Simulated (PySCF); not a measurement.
Sn(3+) (tin, charge +3) across methods

[Kr] 4d10 5s1, 2S determinant. Computed with PySCF 2.14 in aug-cc-pVQZ-PP with one added diffuse shell each of s, p, d, f, g type with ECP28MDF (8s8p6d4f3g, 117 functions), with a scalar-relativistic core potential.

```csv
method,E (hartree),mean ε 4d α (eV),mean ε 4d β (eV),mean ε 5s α (eV),Σ⟨r²⟩ (bohr²),⟨S²⟩
wB97M-V,-212.3003,-60.309,-60.039,-39.543,25.58,0.750
CAM-B3LYP,-212.3107,-59.212,-58.949,-39.122,25.63,0.750
M06,-212.4176,-57.899,-57.733,-37.588,25.51,0.750
PBE,-212.3292,-55.025,-54.700,-36.607,25.62,0.750
LDA,-211.9599,-55.150,-54.852,-37.062,25.67,0.750
PBE0,-212.3490,-57.796,-57.486,-37.507,25.58,0.750
UHF,-211.53480,-64.891,-64.625,-39.472,25.66,0.751
```

Q: Estimate the same row for r2SCAN.

A: E (hartree) = -212.4110; mean ε 4d α (eV) = -55.683; mean ε 4d β (eV) = -55.319; mean ε 5s α (eV) = -36.848; Σ⟨r²⟩ (bohr²) = 25.51; ⟨S²⟩ = 0.751.

Energies and moments cover only the electrons outside the core potential.
